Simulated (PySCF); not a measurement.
Choosing a molecule for a target property.

Each SMILES stands for a single optimised conformer of the isolated species, non-relativistic unless stated; the electronic structure was computed with PySCF and density fitting.

Dipoles, sizes and rotational constants follow the conformer. The torsions of the flexible species, by atom-mapped SMILES:
- `[CH2:1]=[CH:2]/[P:3]=[P:4]/[c:5]1[cH:6][cH:7][cH:8][o:9]1`: C1–C2–P3–P4 180°, P3–P4–C5–C6 0°
- `[CH3:1][C:2](=[O:3])[CH2:4][C:5]([F:6])([F:7])[F:8]`: C1–C2–C4–C5 -44°, C2–C4–C5–F6 -47°
- `[CH3:1][C:2](=[O:3])/[CH:4]=[C:5](/[Cl:6])[CH2:7][Cl:8]`: C1–C2–C4–C5 172°, C4–C5–C7–Cl8 -115°
- `[CH3:1][O:2]/[C:3]([F:4])=[CH:5]/[CH:6]([F:7])[F:8]`: C1–O2–C3–F4 0°, C3–C5–C6–F7 122°
- `[CH2:1]=[CH:2][O:3]/[CH:4]=[CH:5]/[CH:6]([Cl:7])[Cl:8]`: C1–C2–O3–C4 180°, C2–O3–C4–C5 180°, C4–C5–C6–Cl7 120°

The conformers of `F[C@H]1CC[NH2+]C1` aren't listed.

Problem. Wanted: smallest rotational constant between 0.6 GHz and 1 GHz (GFN2-xTB) and dipole moment below 4.3 D (PBE0/def2-SVPD), at GFN2-xTB geometries. Which candidate meets both?
A. `CC(=O)/C=C(\CCl)Cl`
B. `C#CC(C)=O`
C. `CO/C(F)=C/C(F)F`
D. `CC(=O)CC(F)(F)F`
E. `C=C/P=P/c1ccco1`
F. `C(C#CC)=O`

Solution. A. Computed values:
```csv
species,smallest rotational constant,dipole moment
C=C/P=P/c1ccco1,0.501 GHz,1.11 D
CC(=O)/C=C(\CCl)Cl,0.659 GHz,2.94 D
CO/C(F)=C/C(F)F,0.912 GHz,4.38 D
CC(=O)CC(F)(F)F,1.257 GHz,1.84 D
C(C#CC)=O,2.075 GHz,4.16 D
C#CC(C)=O,2.996 GHz,3.17 D
```

Problem. Wanted: HOMO–LUMO gap below 5.7 eV (PBE0/def2-SVPD) and electronic spatial extent ⟨r²⟩ about the centre of nuclear charge above 2000 bohr² (PBE0/def2-SVPD), at GFN2-xTB geometries. Which candidate meets both?
A. `C=CO/C=C/C(Cl)Cl`
B. `CC#CC=O`
C. `CC(=O)/C=C(/Cl)CCl`
D. `CC(=O)CC(F)(F)F`
E. `CO/C(F)=C/C(F)F`
F. `C=C/P=P/c1ccco1`

Solution. F. Computed values:
```
           species  HOMO–LUMO gap  electronic spatial extent ⟨r²⟩ about the centre of nuclear charge
   C=C/P=P/c1ccco1        3.38 eV                                                         2117 bohr²
CC(=O)/C=C(/Cl)CCl        5.34 eV                                                         1648 bohr²
           CC#CC=O        6.02 eV                                                          563 bohr²
  C=CO/C=C/C(Cl)Cl        6.21 eV                                                         2250 bohr²
   CC(=O)CC(F)(F)F        6.87 eV                                                          940 bohr²
   CO/C(F)=C/C(F)F        7.43 eV                                                         1226 bohr²
```

Problem. Wanted: lowest singlet excitation between 4.5 eV and 6 eV (TDDFT PBE0/def2-SVPD) and HOMO energy below -7.5 eV (PBE0/def2-SVPD), at GFN2-xTB geometries. Which candidate meets both?
A. `CSC#N`
B. `C=CO/C=C/C(Cl)Cl`
C. `CO/C(F)=C/C(F)F`
D. `C=C/P=P/c1ccco1`
E. `CC#CC=O`
F. `F[C@H]1CC[NH2+]C1`

Solution. A. Computed values:
```
          species  lowest singlet excitation  HOMO energy
  C=C/P=P/c1ccco1                    3.02 eV     -6.13 eV
          CC#CC=O                    3.82 eV     -7.87 eV
            CSC#N                    5.14 eV     -7.73 eV
 C=CO/C=C/C(Cl)Cl                    5.59 eV     -6.91 eV
  CO/C(F)=C/C(F)F                    6.44 eV     -7.33 eV
F[C@H]1CC[NH2+]C1                    8.70 eV    -14.40 eV
```

Problem. Wanted: static isotropic polarisability below 80 au (PBE0/def2-SVPD) and lowest triplet excitation (Tamm–Dancoff) below 3.5 eV (TDA PBE0/def2-SVPD), at GFN2-xTB geometries. Which candidate meets both?
A. `C(/OC=C)=C\C(Cl)Cl`
B. `CO/C(F)=C/C(F)F`
C. `CC(=O)/C=C(/Cl)CCl`
D. `C=C/P=P/c1ccco1`
E. `CC#CC=O`
F. `S(C#N)C`

Solution. E. Computed values:
```
           species  static isotropic polarisability  lowest triplet excitation (Tamm–Dancoff)
           S(C#N)C                          48.2 au                                   4.72 eV
           CC#CC=O                          52.8 au                                   3.20 eV
   CO/C(F)=C/C(F)F                          58.8 au                                   4.39 eV
CC(=O)/C=C(/Cl)CCl                          95.0 au                                   3.09 eV
C(/OC=C)=C\C(Cl)Cl                         104.5 au                                   3.84 eV
   C=C/P=P/c1ccco1                         148.2 au                                   1.48 eV
```
